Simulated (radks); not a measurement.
Valence configurations of Gd (all share [Xe]). All-electron calculation, Dirac Kohn-Sham, PBE, spin-unpolarised, spherical densities, finite nucleus; open shells fill j = l - 1/2 first; Fermi nuclear charge, rms radius 5.1569 fm. Program: a radial shooting solver on a logarithmic mesh with Libxc functionals. Order these by energy: 4f7 5d0.5 6s2 6p0.5; 4f6 5d1 6s2 6p1; 4f7 5d1 6s2; 4f7 5d1 6s1 6p1; 4f6.5 5d1.5 6s2; 4f7 5d1 6s1.5 6p0.5; 4f5 5d3 6s2; 4f7 6s1.5 6p1.5; 4f8 5d0.5 6s1 6p0.5; 4f8 6s2.

Answer. From the lowest, in eV above it: 4f8 6s2 0.000; 4f8 5d0.5 6s1 6p0.5 2.222; 4f7 5d1 6s2 3.085; 4f7 5d0.5 6s2 6p0.5 3.801; 4f7 5d1 6s1.5 6p0.5 4.404; 4f7 5d1 6s1 6p1 5.752; 4f7 6s1.5 6p1.5 6.335; 4f6.5 5d1.5 6s2 6.443; 4f6 5d1 6s2 6p1 13.966; 4f5 5d3 6s2 25.783. NIST lists [Xe] 4f7 5d1 6s2 as the ground configuration; this level of theory puts 4f8 6s2 lower, by 3.085 eV. The energies are those of spherical spin-averaged densities, not of single terms.
